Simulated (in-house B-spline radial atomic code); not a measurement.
Orbital energies and mean radii along the 52-electron series, configuration 1s2 2s2 2p6 3s2 3p6 3d10 4s2 4p6 4d10 4f5/2(4) 5s2. The effective charge is n√(-2ε), a non-relativistic measure. Computed with a radial B-spline atomic code at the basis-set limit: Dirac-Hartree-Fock, jj configuration that fills j = l - 1/2 first, finite nuclei.

```
  ion   Z  energy of 4f5/2 (Eh)  mean radius of 4f5/2 (bohr)  energy of 4d5/2 (Eh)  mean radius of 4d5/2 (bohr)  energy of 4s1/2 (Eh)  mean radius of 4s1/2 (bohr)  effective charge of 4f5/2
Sm10+  62               -6.2996                       0.7571               -11.148                      0.66076               -19.636                      0.57587                     14.198
Eu11+  63                     ?                            ?                     ?                            ?                     ?                            ?                          ?
Gd12+  64                     ?                            ?                     ?                            ?                     ?                            ?                          ?
Tb13+  65               -9.9332                      0.64345               -15.438                      0.60097               -25.132                      0.53335                     17.829
Dy14+  66               -11.286                      0.61462               -17.006                      0.58336               -27.128                      0.52033                     19.004
Ho15+  67               -12.708                      0.58885               -18.643                      0.56675               -29.204                      0.50784                     20.166
```

**Question.** Fill in the row of Eu11+.

**Answer.** energy of 4f5/2 (Eh): -7.4384; mean radius of 4f5/2 (bohr): 0.71348; energy of 4d5/2 (Eh): -12.507; mean radius of 4d5/2 (bohr): 0.63958; energy of 4s1/2 (Eh): -21.385; mean radius of 4s1/2 (bohr): 0.56109; effective charge of 4f5/2: 15.428.

**Question.** Fill in the row of Gd12+.

**Answer.** energy of 4f5/2 (Eh): -8.6502; mean radius of 4f5/2 (bohr): 0.67607; energy of 4d5/2 (Eh): -13.938; mean radius of 4d5/2 (bohr): 0.61968; energy of 4s1/2 (Eh): -23.218; mean radius of 4s1/2 (bohr): 0.54692; effective charge of 4f5/2: 16.637.

**Question.** How does the screening of 4f5/2 change?

**Answer.** Z less the effective charge goes from 47.80 at Z = 62 to 46.83 at Z = 67.
